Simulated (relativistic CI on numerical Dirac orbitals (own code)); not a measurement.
Radial parameters of Sm57+

Calculated at this level of theory: Dirac-Coulomb-Breit CI, KLI orbitals optimised for each configuration, model QED (radiative potential, 1s self-energy scaled to tabulated hydrogen-like ionisation energies), unscaled Slater integrals (own radial code, finite nucleus).

Slater integrals F^k, G^k are unscaled and averaged over j, outside the closed core 1s2; ζ comes from projecting the Hamiltonian with its Breit term on Σ l·s of the shell.

- 2s2.2p: ζ(2p) = 3.5657e+06 cm⁻¹; <r>(2p) = 0.08035, <r^2>(2p) = 0.007835 (bohr units).
- 2s.2p2: F^2(2p,2p) = 1.1771e+06, G^1(2s,2p) = 1.2482e+06, ζ(2p) = 3.5542e+06 cm⁻¹; <r>(2s) = 0.09218, <r^2>(2s) = 0.01004, <r>(2p) = 0.08041, <r^2>(2p) = 0.007846 (bohr units).
- 2p3: F^2(2p,2p) = 1.1755e+06, ζ(2p) = 3.5428e+06 cm⁻¹; <r>(2p) = 0.08052, <r^2>(2p) = 0.007868 (bohr units).

Averages of the first 10 configurations, taken without configuration mixing, which lowers the lowest level and can move excited configurations by several eV; other configurations of the list can lie among them:

| Configuration | Parity | States | Average energy above the lowest level (eV) |
| --- | --- | --- | --- |
| 2s2.2p | odd | 6 | 446.4 |
| 2s.2p2 | even | 30 | 1076.9 |
| 2p3 | odd | 20 | 1758.6 |
| 2p2.3s | even | 30 | 8331.6 |
| 2p2.3p | odd | 90 | 8520.7 |
| 2p2.3d | even | 150 | 8666.6 |
| 2s2.3s | even | 2 | 7084.7 |
| 2s2.3p | odd | 6 | 7282.7 |
| 2s2.3d | even | 10 | 7428.5 |
| 2s.2p.3s | odd | 24 | 7682.3 |
